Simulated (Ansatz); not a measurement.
Several settings on one geometry of Sn12GeH20, an alloyed cluster cut from the lattice of tin (1 Ge, core) (that of the charge 0 singlet, PBE-D4/def2-SVP). Ansatz on 2 threads of AMD EPYC 7R13 on a shared host and a share (18 GiB) of an NVIDIA H100 80GB HBM3; times are rough.

```
atom   x (Å)   y (Å)   z (Å)
 Sn1   0.807  -4.063   0.596
 Sn2  -2.627   2.628  -2.575
 Sn3   0.925  -0.927  -2.707
 Sn4  -2.356  -0.748   0.557
 Sn5   0.681  -0.682   3.684
 Sn6   0.746   2.355   0.558
 Sn7   4.061  -0.804   0.597
 Sn8  -4.101   0.857  -0.966
 Sn9  -0.790  -2.439  -1.064
Sn10   2.381  -2.381   2.217
Sn11  -0.859   4.103  -0.963
Sn12   2.436   0.790  -1.065
Ge13  -0.780   0.778   2.034
 H14   1.814  -5.109  -0.359
 H15  -0.194  -5.076   1.591
 H16  -3.680   3.681  -3.471
 H17  -1.705   1.710  -3.724
 H18   1.998  -1.999  -3.558
 H19   0.033  -0.034  -3.899
 H20  -3.286  -1.747   1.643
 H21  -0.366  -1.616   4.709
 H22   1.616   0.368   4.707
 H23   1.746   3.283   1.645
 H24   5.110  -1.809  -0.356
 H25   5.071   0.200   1.593
 H26  -5.145  -0.137  -1.935
 H27  -5.112   1.779   0.105
 H28  -1.838  -3.425  -2.047
 H29   3.338  -3.338   3.315
 H30   0.136   5.147  -1.931
 H31  -1.781   5.112   0.109
 H32   3.422   1.838  -2.048
 H33  -1.705   1.702   2.897
```

Totals from different functionals, basis sets or treatments of relativity can't be compared as stabilities.

In the def2 sets Sn takes a core potential; there is no spin–orbit coupling.

(1) Give the basis size and estimate the energy, ⟨S²⟩ and time of these runs.

| run | method | charge | state | further keys |
| --- | --- | --- | --- | --- |
| 1 | UKS revPBE0/def2-SVPD | 0 | singlet | fitting: {mean_field: def2-universal-jkfit}; scf: {omitted_lower_state_checks: [starts]} |
| 2 | RKS PBEsol-D4/def2-mTZVP | 0 | singlet | fitting: {mean_field: def2-universal-jkfit}; scf: {lower_state_search: off} |
| 3 | RKS ωB97M-V/def2-SVP | 0 | singlet | fitting: {mean_field: def2-universal-jkfit}; forces asked |

Answers

(1) 
| run | functions | energy (Eh) | ⟨S²⟩ | wall time |
| --- | --- | --- | --- | --- |
| 1 | 582 | -4660.9151 | 0.00 | 15 s |
| 2 | 528 | -4656.1037 | – | 8 s |
| 3 | 444 | -4659.7694 | – | 14 s |
